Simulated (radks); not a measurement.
Charge is removed step by step from the 4p down level of In+, starting from [Ar] 3d10 4s2 4p(up 3, down 3) 4d10 5s2. Method: scalar-relativistic Kohn-Sham, PBE, spin-polarised, spherical densities, point nucleus; computed with a radial shooting solver on a logarithmic mesh with Libxc functionals.

\begin{tabular}{lrrr}
removed (e) & E - E(0) (eV) & eigenvalue (eV) & E minus straight line (eV) \\ \hline
0 & 0.000 & -85.599 & 0.000 \\
0.25 & 21.889 & -89.632 & -1.558 \\
0.5 & 44.799 & -93.773 & -2.094 \\
0.75 & 68.757 & -98.013 & -1.583 \\
1 & 93.786 & -102.34 & 0.000 \\
\end{tabular}

Removing the whole electron costs 93.786 eV by Delta-SCF, against 85.599 eV from minus the eigenvalue at the starting occupation. Slater's transition state (half an electron removed) gives 93.773 eV. Integrating minus the eigenvalue over the occupation (Janak's theorem) gives 93.839 eV. In this scalar-relativistic scheme the density is built from large components alone, so the theorem holds only approximately. The mean slope of the eigenvalue, de/dn, is 16.7 eV per electron.
